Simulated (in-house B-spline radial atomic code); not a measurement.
Configurations of the gallium ion Ga⁴⁺, with energies counted from [Ar] 3d9. Method: non-relativistic wB97X, spin-polarised, spherical fractional occupations, point nucleus. Calculated with a B-spline radial code for spherical atoms. Shells without spins written out take the highest spin.

Caution: exact exchange at fractional occupations of open shells leaves self-interaction of up to several eV.

Occupations are held fixed; configurations that lie above the ionisation limit could autoionise.

```json
{"configuration": "[Ar] 3d8 4p1", "E - E(ref) (eV)": "44.438", "highest orbital": "4p up", "its <r> (bohr)": "1.999"}
{"configuration": "[Ar] 3d8 4d1", "E - E(ref) (eV)": "60.264", "highest orbital": "4d up", "its <r> (bohr)": "2.634"}
{"configuration": "[Ar] 3d8 4f1", "E - E(ref) (eV)": "70.951", "highest orbital": "4f up", "its <r> (bohr)": "3.757"}
{"configuration": "[Ne] 3s2 3p5 3d9 4s1", "E - E(ref) (eV)": "113.61", "highest orbital": "4s up", "its <r> (bohr)": "1.766"}
{"configuration": "[Ne] 3s2 3p5 3d9 4p1", "E - E(ref) (eV)": "127.13", "highest orbital": "4p up", "its <r> (bohr)": "1.994"}
```

(1) Order these further configurations by energy, lowest first.
A. [Ar] 3d8 4s1
B. [Ne] 3s2 3p5 3d9 4d1
C. [Ar] 3d(4 up, 4 down) 4d(0 up, 1 down)
D. [Ne] 3s2 3p5 3d10
E. [Ar] 3d(4 up, 4 down) 4p(1 up, 0 down)

(2) How far above the reference does [Ne] 3s2 3p(3 up, 2 down) 3d(5 up, 4 down) 4p(0 up, 1 down) lie?

Results:

(1) A (30.95 eV), E (48.597 eV), C (64.387 eV), D (80.016 eV), B (143.04 eV).

(2) 127.36 eV; its least bound orbital is 4p down with <r> = 2.007 bohr.
